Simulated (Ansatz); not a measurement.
Species: ZrO2, net charge -1, doublet state. SMILES of the parent species: [O]=[Zr]=[O]

Atoms: Zr1, O2, O3. Bonds: Zr1-O2, Zr1-O3.

Bond lengths (Å) and angles (degrees) optimised at HF/3-21G with Ansatz (an electronic-structure program); PBE/6-31G* with LANL2DZ past Ar with Ansatz; MP2/6-31G* with LANL2DZ past Ar with Ansatz, each started from the B3LYP-D3(BJ)/def2-TZVP structure (Ansatz) of the last column. A row stands for all coordinates that are equal there. 6-31G* holds six Cartesian d functions. No wavenumbers were computed at PBE/6-31G* with LANL2DZ past Ar, MP2/6-31G* with LANL2DZ past Ar, so these may be saddle points.

```tsv
coordinate	HF/3-21G	PBE/6-31G* with LANL2DZ past Ar	MP2/6-31G* with LANL2DZ past Ar	B3LYP-D3(BJ)/def2-TZVP
Zr1-O2	1.778	1.830	1.847	1.813
O2-Zr1-O3	106.5	107.6	108.9	110.2
```

Mean signed difference of all 2 bond lengths from B3LYP-D3(BJ)/def2-TZVP: HF/3-21G -0.035 Å, PBE/6-31G* with LANL2DZ past Ar 0.017 Å, MP2/6-31G* with LANL2DZ past Ar 0.034 Å.
